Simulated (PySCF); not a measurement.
## Excitation energy of Zr by level of theory

Zr [Kr] 4d2 5s2 (3F) → Zr [Kr] 4d4 (5D), as a difference of total energies. Calculation: PySCF 2.14, in aug-cc-pVDZ-PP with ECP28MDF; scalar relativity through the core potential. Correlated levels: valence: 4s2 4p6 frozen. The calculations carry no spin-orbit coupling.

```
           method  excitation energy (cm⁻¹)
              UHF                     19687
    MP2 (valence)                     21670
SCS-MP2 (valence)                     26365
   CCSD (valence)                     22490
CCSD(T) (valence)                     22719
```
